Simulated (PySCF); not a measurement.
From computed data to an observable: oscillator strength and radiative lifetime

C2H4F2OSi, SMILES FC(F)C(=O)[SiH3].

The structure is a stationary point at B3LYP-D3(BJ)/def2-SVP. The values are those of a single conformer.

TDA-ωB97X/def2-SVPD (PySCF 2.14.0) puts the first singlet state with f over 0.02 at 7.65 eV (vertical), with the transition dipole (-0.343, -0.013, 0.123) in atomic units.

Task: Find the oscillator strength, the wavelength and the radiative lifetime that this transition would have in vacuum if emission retraced absorption.

Result: 
|μ|² = 0.1329 au, so |μ| = 0.93 D. ΔE = 7.65/27.211 = 0.2811 hartree. f = (2/3) ΔE |μ|² = 0.025 (the program prints 0.025).
λ = 1239.84/7.65 = 162 nm; ν = 61701 cm⁻¹.
Einstein's coefficient A = 0.6670 ν² f s⁻¹ (ν in cm⁻¹) = 6.3e7 s⁻¹, so τ = 1/A = 16 ns. This state is S2; the lower singlet has f = 0.001. The figure is the radiative limit of this one transition; relaxation, internal conversion, crossing to triplets and a medium change what is measured.
